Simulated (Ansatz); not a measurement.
Computed with Ansatz on PBE0-D4/def2-TZVP structures; ΔE is electronic, products minus reactants. CCSD(T)/CBS adds triple-zeta CCSD(T) − MP2 to the extrapolated MP2 energy (def2 sets, frozen cores). This one scheme is used for every species. Functionals use def2-TZVPP. Elements past krypton have def2 core potentials. For I outer-core shells are correlated without core-valence functions, which leaves a few kJ/mol of doubt a bond. One conformer a species, not always the lowest.

`FC[SiH2]I` → `FCI` + `[SiH2]`  (silylene formation by 1,1-elimination)

`FC[SiH2]I`:

```xyz
8

F     0.695    0.419    1.768
C     0.746    0.581    0.394
Si   -0.699   -0.298   -0.452
I    -0.537   -2.702   -0.108
H     1.705    0.198    0.031
H     0.703    1.654    0.169
H    -0.622   -0.019   -1.907
H    -1.991    0.167    0.105
```

`FCI`:

Cartesian coordinates in Å:
```
F 0.088 0.434 -1.329
C 0.093 0.191 0.002
I -0.788 -1.712 0.441
H 1.116 0.150 0.368
H -0.508 0.937 0.518
```

`[SiH2]`:

Cartesian coordinates in Å:
```
Si -0.616 0.101 0.341
H -0.095 0.456 -1.047
H 0.711 -0.557 0.706
```

CCSD(T)/CBS gives +348.9 kJ/mol.

(1) Another level gave +345.7 kJ/mol. Which?
A. HF/def2-TZVPP
B. ωB97M-V/def2-TZVPP
C. MP2/def2-TZVPP
D. r2SCAN-D4/def2-TZVPP

Largest T1 diagnostic among the species: 0.014.

## Answers

(1) B. ωB97M-V 345.7, HF/def2-TZVPP 336.9, MP2/def2-TZVPP 362.0, r2SCAN-D4 367.0 kJ/mol.

The D4 term adds +12.6 kJ/mol with B3LYP and +6.9 kJ/mol with PBE0; it sums over pairs of atoms, weighted by their polarisabilities, and B3LYP, whose exchange is more repulsive, gets the larger term. From PBE to PBE0 (25 % exact exchange), in def2-TZVPP and without D4, ΔE moves by +16.0 kJ/mol.

B3LYP here is the variant with VWN-RPA as its local correlation; programs differ in this.
